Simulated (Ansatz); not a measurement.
Consider the redistribution: `CC(C)O[Si]Cl` + `CC(C)[O][Zn][Cl]` → `Cl[Si]Cl` + `CC(C)[O][Zn][O]C(C)C`.

Isolated molecules relaxed with PBE0-D4/def2-TZVP in Ansatz; ΔE leaves out vibrations. CCSD(T)/CBS is the MP2 limit (def2-TZVPP, def2-QZVPP) plus CCSD(T) − MP2 in def2-TZVPP, frozen cores. This one scheme is used for every species. DFT in def2-TZVPP. HSE06 is defined as in plane-wave codes. For Zn outer-core shells are correlated without core-valence functions, which leaves a few kJ/mol of doubt a bond. Scalar relativity is left out up to krypton. One conformer a species, not always the lowest.

CCSD(T)/CBS gives +29.9 kcal/mol.

(1) Another level gave +30.2 kcal/mol. Which?
A. r2SCAN0/def2-TZVPP
B. BHLYP/def2-TZVPP
C. HSE06/def2-TZVPP
D. BLYP/def2-TZVPP

Largest T1 diagnostic among the species: 0.015.

## Answers

(1) A. r2SCAN0 30.2, HSE06 28.6, BHLYP 32.5, BLYP 27.0 kcal/mol.

At CCSD(T), def2-SVP lies −3.9 kcal/mol from the extrapolated value and def2-TZVPP −0.7 kcal/mol. From PBE to PBE0 (25 % exact exchange), in def2-TZVPP and without D4, ΔE moves by +2.9 kcal/mol. In def2-TZVPP, CCSD(T) changes the Hartree–Fock value by −7.4 kcal/mol (the triples alone add −1.1 kcal/mol) and MP2 by −7.4 kcal/mol.

CCSD(T)/CBS has its own doubt, a few kJ/mol and more with outer-core shells, so smaller differences from it don't rank the levels.
